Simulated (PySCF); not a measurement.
Correlation energy of Kr²⁺ (krypton, charge +2)

[Ar] 3d10 4s2 4p4, high-spin 3P determinant. Calculation: PySCF 2.14, in Sapporo-DKH3-DZP-2012; the spin-free X2C one-electron Hamiltonian (Gaussian nucleus). Frozen: [Ar] 3d10; 6 electrons correlated.

MP2 pair energies summed by pair of shells (mhartree):

```csv
pair,energy,share (%)
4p-4p,-38.77,49.7
4s-4p,-33.72,43.2
4s-4s,-5.51,7.1
```

Total MP2 correlation energy: -78.00 mhartree.

Same-spin part -19.59 and opposite-spin part -58.41 mhartree; SCS-MP2 scales them by 1/3 and 6/5 to -76.62 mhartree.

```tsv
level	correlation energy (mhartree)
CCSD	-93.46
(T)	-1.04
CCSD(T)	-94.50
```

Diagnostics: T1 = 0.0059, D1 = 0.0195, largest double amplitude 0.049.

Cost of the coupled-cluster step: 0.43 s of wall time on 1 thread of Neoverse-V1 (shared host), for 6 correlated electrons.
